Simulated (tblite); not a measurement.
C3H9ClGeSi2.
Geometry (GFN2-xTB, Å), atoms numbered from 1 in this order:
```
atom  x, y, z in Å
C1     0.190    3.091   -0.269
C2     0.090    1.904   -0.100
Si3   -0.031    0.064    0.138
C4     0.405   -0.258    1.969
Ge5    1.630   -0.938   -1.226
Si6   -2.203   -0.638   -0.350
Cl7   -2.174   -1.467   -2.203
H8     0.273    4.131   -0.412
H9    -0.307    0.215    2.639
H10    1.391    0.133    2.204
H11    0.410   -1.323    2.187
H12    2.379   -0.017   -2.143
H13    1.129   -2.014   -2.142
H14    2.727   -1.630   -0.464
H15   -2.717   -1.673    0.552
H16   -3.200    0.431   -0.391
```

All values are computed: GFN2-xTB (tblite) harmonic vibrations without scaling, gas phase. Against measured fundamentals such values can be off by several per cent, at times by over 20. Modes of hydrogen on germanium and silicon can be 10 to 20 % off. One conformer, not necessarily the lowest. The optimisation stopped once no atom felt more than 0.01 eV/Å.

Lowest wavenumbers of the output (negative numbers stand for imaginary wavenumbers):
```
mode    cm-1
  1     -37.1
  2      13.0
  3      54.8
  4      70.3
  5      83.5
  6     120.9
  7     128.5
  8     133.0
  9     141.6
 10     248.5
 11     262.2
 12     311.2
 13     356.8
 14     371.7
 15     384.3
```

Problem. Is this structure a minimum?

Solution. Not by this Hessian. 1 mode is imaginary beyond 20i (37i cm⁻¹), so at this level the point lies at or near a first-order saddle. The curvature is small, so loose convergence or finite differences may be the whole cause.

Problem. Which atoms move in the imaginary mode?

Solution. 37i: H12 (Ge–H hydrogen) 33 %, H13 (Ge–H hydrogen) 30 %, H14 (Ge–H hydrogen) 28 %. These are shares of the mass-weighted motion.

Problem. What is the remedy?

Solution. Step along that mode in both directions, optimise again with tighter thresholds and repeat the frequencies. The zero-point energy of this point (60.0 kcal/mol) counts the 41 real modes alone, and thermal corrections from it aren't those of a minimum.
